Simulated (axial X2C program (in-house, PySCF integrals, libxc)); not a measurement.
## Worked dissociation energy of ScSb: PBE0, spin-free

Calculated with an in-house all-electron X2C program for linear molecules (integrals from PySCF). Spin-free means the one-electron spin-free X2C Hamiltonian. Basis: Sb dyall-cv3z [11s12p8d4f1g], Sc dyall-cv3z [10s11p7d5f2g] (cores contracted in-house); Gaussian nuclei, density fitting, unrestricted open shells. Masses: Sb 120.904 u, Sc 44.956 u.

Molecular state: M_S = 0, Λ = 0 (closed shell).

```
E(Sb) (2M_S = 3, M_L = 0) : -6480.467407 hartree
E(Sc) (2M_S = 1, M_L = 0) : -764.009871 hartree
E(ScSb) at Re             : -7244.545424 hartree
ωe                        : 354.2 cm⁻¹
ωexe                      : 0.726 cm⁻¹
```

Question: Work out De and D0.

Answer: De = -6480.467407 + (-764.009871) − (-7244.545424) = 0.06815 hartree = 1.854 eV. The zero-point energy is ωe/2 − ωexe/4 = 177 cm⁻¹ = 0.022 eV, so D0 = 1.832 eV.

The state is a single determinant with fixed occupations, the lowest that a limited PBE0 search found. Closed shells are restricted here (equal orbitals for both partners); the stretched side of such a curve lies too high. De is counted from the lowest determinant-based energies of the atoms at the same level, without counterpoise correction. Other states lie close and PBE0, whose exact exchange favours high spin, may order them wrongly; the determinant shown need not be the ground state. The nearest other spin-free determinant of the search, M_S = 1, Λ = 1, lies 0.29 eV up at the distance of the search.

Each atomic determinant is the lowest at this level and need not be a pure term. Totals compare only within one Hamiltonian and basis.
